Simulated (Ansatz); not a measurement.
diphenyliodonium, `c1ccc([I+]c2ccccc2)cc1`, relaxed as a singlet with RKS PBE-D4/def2-SVP in Ansatz, starting from the GFN2-xTB geometry. Force threshold 0.03 eV/Å.

In the def2 sets I takes a core potential; there is no spin–orbit coupling.

Start:

```xyz
23

C    -0.6844   -0.7586   -3.5967
C     0.3982    0.0499   -3.2893
C     0.3512    0.9001   -2.1948
C    -0.7991    0.9028   -1.4289
I    -0.8873    2.2138    0.2987
C     0.1017    0.8436    1.6624
C     1.4170    1.0897    2.0058
C     2.0360    0.2053    2.8764
C     1.3430   -0.8843    3.3779
C     0.0229   -1.1013    3.0157
C    -0.6198   -0.2288    2.1510
C    -1.8989    0.1155   -1.7128
C    -1.8254   -0.7284   -2.8108
H    -0.6419   -1.4094   -4.4564
H     1.2856    0.0316   -3.9020
H     1.1902    1.5366   -1.9604
H     1.9532    1.9407    1.6170
H     3.0611    0.3798    3.1630
H     1.8316   -1.5644    4.0579
H    -0.5202   -1.9450    3.4113
H    -1.6500   -0.3900    1.8749
H    -2.7934    0.1546   -1.1103
H    -2.6714   -1.3538   -3.0496
```

| step | energy (eV) | largest force component (eV/Å) | SCF passes |
| --- | --- | --- | --- |
| 1 | -20674.6074 | 0.723 | 25 |
| 2 | -20674.7856 | 0.255 | 22 |
| 3 | -20674.7992 | 0.130 | 21 |
| 4 | -20674.8046 | 0.027 | 22 |

Force components are those of the run's own axes.

End:

```xyz
23

C    -0.694   -0.751   -3.645
C     0.409    0.060   -3.329
C     0.369    0.913   -2.213
C    -0.801    0.907   -1.445
I    -0.877    2.160    0.295
C     0.093    0.839    1.681
C     1.429    1.102    2.008
C     2.058    0.215    2.899
C     1.357   -0.882    3.425
C     0.017   -1.110    3.070
C    -0.644   -0.238    2.188
C    -1.923    0.118   -1.727
C    -1.851   -0.724   -2.850
H    -0.651   -1.411   -4.524
H     1.313    0.041   -3.956
H     1.228    1.554   -1.968
H     1.976    1.961    1.595
H     3.107    0.395    3.182
H     1.860   -1.568    4.122
H    -0.532   -1.967    3.487
H    -1.696   -0.407    1.918
H    -2.832    0.148   -1.108
H    -2.716   -1.355   -3.102
```

By distances, no bond broke or formed. The bond that changes most is C4–I5, from 2.17 to 2.15 Å (atoms count from 1).

No frequencies were taken in this run, so the end may be a saddle point.

Run time 9 s (4 threads of Intel Xeon 6975P-C on a shared host).
